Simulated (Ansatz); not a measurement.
A nudged elastic band was laid between two geometries of C4H13AlSi (19 atoms, charge 0, multiplicity 1).

Computed with RKS B3LYP-D4/6-31G (Ansatz 0.2.0).

```yaml
movable_images: 3
climbing_image: no
spring: 5.0 eV/Å²
optimiser: quadratic models (default)
start_path: IDPP
force_threshold: 0.03 eV/Å
iteration_limit: 48
end_points: relaxed
```

Initial state:

```xyz
19
Properties=species:S:1:pos:R:3
C 1.763 -0.279 -1.584
C 1.470 0.389 -0.227
Si -0.339 0.109 0.405
C -0.650 -1.792 0.549
C -1.563 0.794 -0.924
Al -0.732 1.214 2.588
H 1.621 -1.366 -1.533
H 2.796 -0.098 -1.905
H 1.102 0.105 -2.370
H 2.164 0.012 0.537
H 1.649 1.472 -0.293
H -1.669 -1.996 0.896
H 0.051 -2.260 1.249
H -0.522 -2.269 -0.430
H -1.418 0.267 -1.875
H -2.603 0.649 -0.611
H -1.404 1.864 -1.102
H 0.406 2.063 3.357
H -2.163 1.119 3.330
```

Final state:

```xyz
19
Properties=species:S:1:pos:R:3
C 1.485 -0.219 -1.853
C 1.415 0.398 -0.443
Si -0.272 0.091 0.458
C -0.571 -1.814 0.567
C -1.688 0.835 -0.625
Al -0.291 1.107 2.719
H 1.355 -1.308 -1.821
H 2.452 -0.018 -2.332
H 0.704 0.187 -2.508
H 2.221 -0.006 0.185
H 1.585 1.482 -0.497
H -0.609 -2.245 -0.441
H -1.522 -2.033 1.065
H 0.230 -2.315 1.121
H -1.700 0.353 -1.610
H -2.665 0.672 -0.155
H -1.555 1.912 -0.775
H 0.970 1.914 3.322
H -1.585 1.001 3.679
```

Task: What changes between the two ends?

Result: No bond is made or broken. The dihedral Al6–Si3–C4–H13 goes from -63 to 58°. The two ends are copies of one structure, up to a mirror image or an exchange of like atoms.

Task: Give the energies along the band, and the barrier.

Result: The run converged. The highest image is number 2 of 0 to 4, 1.4 kcal/mol above the ends, which have the same energy within 2 meV. No image climbed, so the highest image needn't sit at the top of the path. So few images can step over the top or miss a turn of the path. Limits of this set-up: no polarisation functions.

| image | path coordinate (Å) | energy (kcal/mol) | dihedral Al6–Si3–C4–H13 (°) |
| --- | --- | --- | --- |
| 0 | 0.00 | 0.0 | -63 |
| 1 | 0.91 | 0.7 | -33 |
| 2 | 1.81 | 1.4 | -3 |
| 3 | 2.72 | 0.7 | 28 |
| 4 | 3.63 | 0.0 | 58 |

Task: What is the geometry of the highest image?

Result: 
```xyz
19
Properties=species:S:1:pos:R:3
C 1.498 -0.214 -1.836
C 1.425 0.380 -0.417
Si -0.277 0.085 0.461
C -0.595 -1.828 0.563
C -1.662 0.851 -0.648
Al -0.322 1.120 2.713
H 1.330 -1.298 -1.827
H 2.480 -0.039 -2.295
H 0.744 0.231 -2.496
H 2.218 -0.048 0.213
H 1.613 1.462 -0.450
H -1.513 -2.084 0.022
H -0.704 -2.187 1.591
H 0.235 -2.375 0.101
H -1.665 0.367 -1.632
H -2.648 0.706 -0.195
H -1.507 1.925 -0.798
H 0.935 1.922 3.332
H -1.629 1.019 3.655
```

Run time: 2.6 min on 1 thread of Arm Neoverse V1 (shared host), peak memory 0.24 GiB.
